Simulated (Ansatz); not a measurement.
`[CH3][GeH]([NH2])[SiH3]` + H–F → `[CH3][GeH]([F])[SiH3]` + NH₃ at 500 K and 1 bar (ligand exchange at a Ge–N bond).

Isolated molecules relaxed with PBE0-D4/def2-TZVP in Ansatz; ΔE leaves out vibrations. CCSD(T)/CBS is the MP2 limit (def2-TZVPP, def2-QZVPP) plus CCSD(T) − MP2 in def2-TZVPP, frozen cores. This one scheme is used for every species. For Ge outer-core shells are correlated without core-valence functions, which leaves a few kJ/mol of doubt a bond. Scalar relativity is left out up to krypton. One conformer a species, not always the lowest.

| species | CCSD(T)/CBS energy (Eh) | H − E (kJ/mol) | S (J/(mol·K)) |
| --- | --- | --- | --- |
| `[CH3][GeH]([NH2])[SiH3]` | -2463.37873 | 306.9 | 460.1 |
| H–F | -100.39570 | 39.4 | 188.7 |
| `[CH3][GeH]([F])[SiH3]` | -2507.28788 | 239.0 | 437.7 |
| NH₃ | -56.50880 | 108.2 | 211.8 |

H − E and S are ideal-gas, rigid-rotor, harmonic terms from PBE0-D4/def2-TZVP, for one conformer and one mirror image of each species. 1 Eh = 2625.50 kJ/mol, R = 8.31446 J/(mol·K).

By hand: ΔE, ΔH, ΔS and ΔG.

ΔE = (-2507.28788) + (-56.50880) − (-2463.37873) − (-100.39570) = -0.02225 Eh = -58.4 kJ/mol. Δ(H − E) = 239.0 + 108.2 − 306.9 − 39.4 = 0.9, so ΔH = -57.5 kJ/mol. ΔS = 437.7 + 211.8 − 460.1 − 188.7 = 0.7 J/(mol·K). ΔG = -57.5 − 500 × (0.7)/1000 = -57.9 kJ/mol.

By hand: the equilibrium constant, and the temperature at which ΔG would vanish if ΔH and ΔS stayed fixed.

log₁₀ K = −ΔG/(RT ln 10) = 6.0. ΔH and −TΔS have one sign here, so there is no such temperature. One of them is within its doubt of zero, so this could turn.

The number of gas molecules stays the same, so ΔS is small and ΔH decides. A doubt of 5 kJ/mol in ΔE shifts log₁₀ K by 0.5 here. Other conformers and mirror images would add mixing entropy, several J/(mol·K) or more a flexible species. These are equilibria of isolated gas molecules and say nothing of rates. Largest T1 diagnostic: 0.012 (customary marks: 0.02 for closed shells, 0.045 for open ones).
